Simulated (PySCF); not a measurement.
C6H12SSi.
Bonds: C1–C2 (double), C2–Si3, Si3–S4, S4–C5, Si3–C6, C6–C7, C7–C8, Si3–C8. Hydrogens: H9, H10 on C1; H11 on C2; H12, H13, H14 on C5; H15, H16 on C6; H17, H18 on C7; H19, H20 on C8.

Definitions: NICS(0) = −σiso at the ring centroid; NICS(1) = −σiso and NICS(1)zz = −σzz at ±1 Å along the ring normal z. Level: GIAO PBE0/pcSseg-1 (PySCF, non-relativistic, gas phase) on the GFN2-xTB geometry, one conformer.

Ring bond lengths (Å), with Mayer bond orders in brackets: Si3–C6 1.905 (0.93), C6–C7 1.540 (1.01), C7–C8 1.541 (1.01), C8–Si3 1.915 (0.91).

Q: What do the NICS probes read (ppm)?

A: 
| ring | type | NICS(0) | NICS(1), two faces | NICS(1)zz, two faces | rms pucker (Å) | centre to ring atoms, mean (Å) |
| --- | --- | --- | --- | --- | --- | --- |
| Si3–C6–C7–C8 | 4-membered ring with Si; formal bonds all single | 0.5 | -0.8 / -0.6 | 3.6 / 5.5 | 0.08 | 1.21 |

Q: What do they say, and how far can they be read as aromaticity?

A: 
- Si3–C6–C7–C8: mean NICS(1)zz 4.5 ppm, deshielded. Si3, C6, C7, C8 have four or more neighbours, and the NICS criterion for π rings isn't applied.

Q: What field does 9.4 T along the ring normal induce along that normal at the second NICS(1) probe listed for ring Si3–C6–C7–C8, 1 Å off the ring?

A: NICSzz × B0 = 5.5 ppm × 9.4 T = 52 μT, along the applied field.

Q: Give the inner angles of the rings and the Hirshfeld charges of the ring atoms.

A: 
- Si3–C6–C7–C8: Si3 76.8° (+0.360 e), C6 90.3° (-0.166 e), C7 100.7° (-0.069 e), C8 89.9° (-0.169 e); sum 357.7° against 360° for a flat convex ring.

Q: What are the shieldings of the ring atoms and their hydrogens in the same run (means over atoms taken as equivalent)?

A: 
```tsv
atoms	environment	σ isotropic (ppm)	principal values of the symmetric part, first atom (ppm)
Si3	four-coordinate silicon	324.3	283.2, 331.9, 357.9
C6 (×2)	sp3 carbon bound to silicon	165.5	136.2, 174.2, 189.9
C7	four-membered-ring carbon	168.7	157.3, 169.6, 179.2
H15 (×2)	methylene hydrogen	30.08	26.0, 27.5, 36.8
H16 (×2)	methylene hydrogen	29.96	26.3, 28.4, 35.0
H17	methylene hydrogen	29.49	24.9, 27.0, 36.6
H18	methylene hydrogen	29.74	25.7, 27.8, 35.6
```

Shape of the structure used: `[CH2:1]=[CH:2][Si:3]1([S:4][CH3:5])[CH2:6][CH2:7][CH2:8]1`: C1–C2–Si3–S4 -105°, C2–Si3–S4–C5 51°.
